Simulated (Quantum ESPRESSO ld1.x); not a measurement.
All-electron atom: the niobium ion Nb27+ in [Ne] 3s2 3p2. Calculated with ld1.x of Quantum ESPRESSO 7.5: scalar-relativistic Kohn-Sham, revPBE, spin-unpolarised, spherical densities, point nucleus.

Radial electron density D(r) = 4 pi r^2 rho(r):

r (bohr)  D(r) (e/bohr)
0.004097          8.786
0.005084          12.23
0.006361          16.89
0.007895          22.49
0.009877          29.32
0.01226           36.46
0.01534           43.56
0.01903           48.91
0.02381           51.56
0.02955           50.61
0.03697           46.77
0.04589           42.89
0.05741           42.47
0.07125           47.56
0.08843           55.61
0.1106            59.79
0.1373            53.31
0.1718            37.07
0.2132            21.97
0.2667            15.38
0.331             14.96
0.4141            12.24
0.514             6.375
0.643             1.788
0.7981           0.2672
0.9984          0.01585
1.239         0.0003817

D(r) has 3 maxima, at r = 0.0250, 0.109, 0.316 bohr, and minima at 0.0526, 0.298 bohr, inside which lie 2.08, 10.80 electrons.
